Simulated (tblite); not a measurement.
Compound: C5H6FN.
Atom-mapped SMILES: `[CH3:1]/[C:2](=[CH:3]/[C:4]#[N:5])[CH2:6][F:7]` (hydrogens: H8, H9, H10 on C1; H11 on C3; H12, H13 on C6)

Computed with GFN2-xTB (tblite), gas phase: L-BFGS steps from a force-field or distance-geometry start until the largest atomic force falls under 0.01 eV/Å.

The end geometry, which sets the zero of energy:
```
atom  x, y, z in Å
C1     -1.5938    0.1030   -0.4878
C2     -0.1644    0.0933   -0.0717
C3      0.5994    1.1920   -0.0642
C4      1.9508    1.1885    0.3223
N5      3.0548    1.1970    0.6356
C6      0.3883   -1.2296    0.3820
F7     -0.2824   -2.2771   -0.1951
H8     -1.9221    1.1020   -0.7607
H9     -1.7322   -0.5662   -1.3372
H10    -2.2188   -0.2755    0.3212
H11     0.2025    2.1545   -0.3561
H12     0.2663   -1.3421    1.4678
H13     1.4473   -1.3393    0.1262
```

**Question.** These geometries come from the run, each turned onto the end geometry. Order them by energy, lowest first.
A.
```
atom  x, y, z in Å
C1     -1.5940    0.1184   -0.4083
C2     -0.1423    0.0852   -0.0431
C3      0.6325    1.1795   -0.1203
C4      2.0014    1.2335    0.2129
N5      3.1112    1.2706    0.5071
C6      0.3546   -1.2622    0.4144
F7      0.0670   -2.2104   -0.5440
H8     -1.9107    1.1148   -0.7043
H9     -1.7867   -0.5668   -1.2366
H10    -2.2074   -0.1955    0.4387
H11     0.1961    2.1130   -0.4596
H12    -0.1580   -1.5767    1.3343
H13     1.4322   -1.3029    0.5910
```
B.
```
atom  x, y, z in Å
C1     -1.5870    0.1111   -0.4095
C2     -0.1431    0.0821   -0.0465
C3      0.6330    1.1818   -0.1177
C4      2.0033    1.2427    0.2088
N5      3.1251    1.2686    0.5139
C6      0.3499   -1.2746    0.4081
F7      0.0700   -2.2036   -0.5423
H8     -1.9151    1.1202   -0.7048
H9     -1.7884   -0.5673   -1.2440
H10    -2.2161   -0.1946    0.4470
H11     0.1889    2.1193   -0.4633
H12    -0.1526   -1.5770    1.3368
H13     1.4277   -1.3083    0.5960
```
C.
```
atom  x, y, z in Å
C1     -1.5991    0.1085   -0.4605
C2     -0.1619    0.0890   -0.0677
C3      0.6034    1.1862   -0.0657
C4      1.9622    1.1893    0.2954
N5      3.0735    1.2124    0.5807
C6      0.3844   -1.2392    0.3770
F7     -0.1348   -2.2665   -0.3713
H8     -1.8941    1.0853   -0.8345
H9     -1.7844   -0.6429   -1.2282
H10    -2.2213   -0.1481    0.3982
H11     0.2006    2.1508   -0.3443
H12     0.0933   -1.4377    1.4175
H13     1.4740   -1.2866    0.2858
```
D.
```
atom  x, y, z in Å
C1     -1.6086    0.1149   -0.4262
C2     -0.1677    0.0959   -0.0480
C3      0.6115    1.1814   -0.1011
C4      1.9771    1.1730    0.2360
N5      3.0929    1.1774    0.5031
C6      0.3711   -1.2318    0.4097
F7      0.0608   -2.2174   -0.4979
H8     -1.9226    1.1024   -0.7527
H9     -1.7845   -0.6007   -1.2296
H10    -2.2210   -0.1925    0.4217
H11     0.2211    2.1423   -0.4096
H12    -0.0944   -1.5271    1.3593
H13     1.4600   -1.2174    0.5175
```
E.
```
atom  x, y, z in Å
C1     -1.5949    0.1229   -0.4091
C2     -0.1511    0.0834   -0.0399
C3      0.6246    1.1679   -0.1191
C4      1.9881    1.2028    0.2218
N5      3.0996    1.2750    0.4978
C6      0.3564   -1.2561    0.4165
F7      0.0666   -2.2104   -0.5320
H8     -1.9026    1.1213   -0.7104
H9     -1.7799   -0.5738   -1.2270
H10    -2.1996   -0.2042    0.4364
H11     0.2159    2.1146   -0.4527
H12    -0.1663   -1.5702    1.3285
H13     1.4388   -1.2728    0.5714
```

**Answer.** C (0.002 eV), D (0.008 eV), E (0.017 eV), A (0.031 eV), B (0.073 eV).

In the order of the answer:

| step | E above end (eV) | largest force (eV/Å) | rms force component (eV/Å) | rms distance from end (Å) | rms bond change (Å) | bond most changed (Å) |
| --- | --- | --- | --- | --- | --- | --- |
| 52 | 0.002 | 0.02 | 0.008 | 0.117 | 0.001 | C6–F7 +0.002 |
| 27 | 0.008 | 0.03 | 0.009 | 0.220 | 0.001 | C6–F7 +0.004 |
| 8 | 0.017 | 0.09 | 0.032 | 0.248 | 0.002 | C6–F7 +0.005 |
| 3 | 0.031 | 0.25 | 0.086 | 0.252 | 0.004 | C1–C2 +0.009 |
| 0 | 0.073 | 1.88 | 0.459 | 0.253 | 0.010 | C1–H10 +0.016 |

The cost below is that of the whole relaxation. Time: 0.66 s. Hardware: one thread, Arm Neoverse N1 (aarch64), shared host.
